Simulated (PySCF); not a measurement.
# Where the electron goes

Species: 4-hydroxypyridine, C₅H₅NO.
Z-matrix (Å and degrees, PBE0-D3(BJ)/def2-SVP geometry), rows numbered from 1:
```
O 
C   1  1.3415
C   2  1.3983  1  118.59
C   3  1.3903  2  118.22  1   179.97
N   4  1.3329  3  124.33  2    -0.01
C   5  1.3293  4  116.88  3     0.04
C   6  1.3933  5  124.12  4    -0.02
H   1  0.9637  2  109.57  3   179.85
H   3  1.0910  2  119.97  1    -0.03
H   4  1.0961  3  119.33  2   180.00
H   6  1.0963  5  116.58  4   179.97
H   7  1.0938  2  121.05  1     0.04
```

Computed, not measured: TDDFT CAM-B3LYP/def2-SVPD, vertical, gas phase, core orbitals frozen in the response in PySCF 2.14.0, density-fitted response routines.

Frontier orbitals with the atoms that hold most of them (Löwdin shares over 4%, at most four atoms; ? is withheld):

```tsv
orbital	ε (eV)	atoms
HOMO-3	-11.66	C2 14%, O1 13%, C7 12%, C3 12%
HOMO-2	-9.00	C7 25%, C4 20%, C6 19%, C3 17%
HOMO-1	-8.90	?
HOMO	?	?
LUMO	0.49	C4 20%, C7 18%, C6 17%, C3 17%
LUMO+1	0.62	C2 24%, N5 21%, C6 13%, C4 10%
LUMO+2	0.91	O1 39%, H8 24%, H12 12%, C7 11%
```

Q: Give the leading atoms of the HOMO.

A: O1 (bonded to C and H) 21%; N5 (bonded to 2 C) 20%; C2 (bonded to 2 C and O) 17%; C3 (bonded to 2 C and H) 17%. By element: carbon 34% or more, oxygen 21%, nitrogen 20%.

Q: Which atoms hold the HOMO-1, and with what shares?

A: N5 (bonded to 2 C) 62%; C6 (bonded to C, N and H) 11%; C4 (bonded to C, N and H) 11%; C3 (bonded to 2 C and H) 4%. By element: nitrogen 62%, carbon 26% or more.

Q: What is the HOMO energy, and the HOMO–LUMO gap?

A: ε(HOMO) = -8.73 eV; the gap is 9.22 eV (0.3389 hartree).

Q: The HOMO–LUMO gap is 9.22 eV. Where does the response calculation put the lowest singlet, and from which orbitals?

A: S1 is at 5.36 eV (f = 0.0000), 3.86 eV below the gap, made of HOMO-1→LUMO (97%). Its leading pair isn't HOMO and LUMO; the energies of that pair differ by 9.39 eV. Without the coupling terms of the response equations the lowest excitation would equal the gap.

Q: One configuration dominates each of S1 and S2. Which, and how do the shares of the two leading atoms of either orbital change from the occupied to the empty one?

A: 
- S1 (5.36 eV, f 0.0000), HOMO-1→LUMO (97%): N5 62% → at most 17%, C6 11% → 17%, C4 11% → 20%, C7 at most 5% → 18%
- S2 (5.49 eV, f 0.0046), HOMO-1→LUMO+1 (95%): N5 62% → 21%, C6 11% → 13%, C2 at most 5% → 24%

Löwdin shares depend on the basis, the more so with diffuse functions.

One conformer stands for the species.
